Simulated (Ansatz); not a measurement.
Q: Name a neutral molecule of C, O, W and H with HOMO energy (ωB97M-V/def2-TZVPP) between -10.65 and -10.35 eV and HOMO energy (PBE/def2-TZVPP) between -6.85 and -6.55 eV (Ansatz, PBE0-D4/def2-TZVP geometry).

A: `C[O][W](=[O])([OH])([O]C)[O]C` (-10.48 eV, -6.56 eV). Other molecules can fit too; these were computed, each in one conformer that needn't be the lowest.
